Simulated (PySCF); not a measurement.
# Molecular orbitals of SbBr

PBE0 at R = 2.501 Å; PySCF, scalar-relativistic core potentials, basis sets Sb cc-pVTZ-PP with ECP28, Br cc-pVTZ-PP with ECP10. State: ³Σ⁻ (triplet), unpaired electrons π ↑↑. Only the outer orbitals are listed, counted within each symmetry, core potentials removing the inner ones.

| spin | orbital | occ. | ε (eV) | on Sb (%) | main shells (%) |
| --- | --- | --- | --- | --- | --- |
| α | 7σ | 1 | -22.17 | 7 | 93 Br s |
| α | 8σ | 1 | -15.58 | 86 | 86 Sb s, 8 Br p |
| α | 9σ | 1 | -9.60 | 39 | 60 Br p, 30 Sb p |
| α | 5π | 1 | -9.00 | 18 | 82 Br p, 17 Sb p |
| α | 5π | 1 | -9.00 | 18 | 82 Br p, 17 Sb p |
| α | 6π | 1 | -6.35 | 83 | 83 Sb p, 16 Br p |
| α | 6π | 1 | -6.35 | 83 | 83 Sb p, 16 Br p |
| α | 10σ | 0 | -1.95 | 80 | 76 Sb p, 24 Br p |
| α | 11σ | 0 | 2.07 | 105 | 100 Sb s |
| α | 3δ | 0 | 4.23 | 97 | 97 Sb d |
| β | 7σ | 1 | -22.00 | 5 | 94 Br s |
| β | 8σ | 1 | -14.01 | 80 | 79 Sb s, 15 Br p |
| β | 9σ | 1 | -9.21 | 42 | 57 Br p, 26 Sb p, 15 Sb s |
| β | 5π | 1 | -8.58 | 7 | 92 Br p |
| β | 5π | 1 | -8.58 | 7 | 92 Br p |
| β | 6π | 0 | -2.99 | 93 | 93 Sb p |
| β | 6π | 0 | -2.99 | 93 | 93 Sb p |
| β | 10σ | 0 | -1.38 | 83 | 79 Sb p, 20 Br p |

Q: Which are the highest filled and the lowest empty level, where do they sit, and how wide is the gap?

A: Highest filled α 6π at -6.35 eV (in %: 83 Sb p, 16 Br p); lowest empty β 6π at -2.99 eV (in %: 93 Sb p); the gap at PBE0 is 3.36 eV. Both belong to one degenerate shell, split only by its one-sided filling, so this is no excitation gap.

* bond order (Mayer): 1.14
* ⟨S²⟩: 2.005
* charge on Sb (Mulliken, basis-dependent): 0.24
* charge on Sb (Löwdin, basis-dependent): 0.10
* dipole moment (positive dipole means Sb(−)Br(+)): -1.87 D
* polarisability along the bond: 81.2 bohr³
* polarisability across the bond: 44.8 bohr³

Shares are Mulliken populations and can fall outside 0 to 100 %.

Spin–orbit coupling is left out. The state was picked by a PBE0 search and need not be the measured ground state.
